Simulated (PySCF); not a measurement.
F$_{3}$Ti, doublet, at a GFN2-xTB geometry (such geometries of metal compounds can be far from the true shape).

Input for PySCF:
```python
from pyscf import gto, scf, dft

mol = gto.Mole()
mol.atom = '''
    Ti    0.000000   -0.000000   -0.000000
    F    -1.448907   -0.873064    0.071654
    F     0.020423    1.552420   -0.675486
    F     1.428485   -0.679356    0.603833
'''
mol.basis = '6-31g*'
mol.charge = 0
mol.spin = 1
mol.verbose = 4
mol.build()

mf = dft.UKS(mol)
mf.xc = 'pbe'
mf.kernel()
```

Task: What is the computed <S^2> (PBE/6-31G* run with PySCF)?

Result: 0.752

Task: Predict the total energy from PBE/6-31G*.

Result: -1148.6152 Eh

Task: Give the dipole moment at the level PBE/6-31G*.

Result: 0.00 D

These values belong to the state on which the SCF converged, which isn't shown to be the lowest.

Task: Roughly what does it cost on one core?

Result: roughly 11 core-seconds.
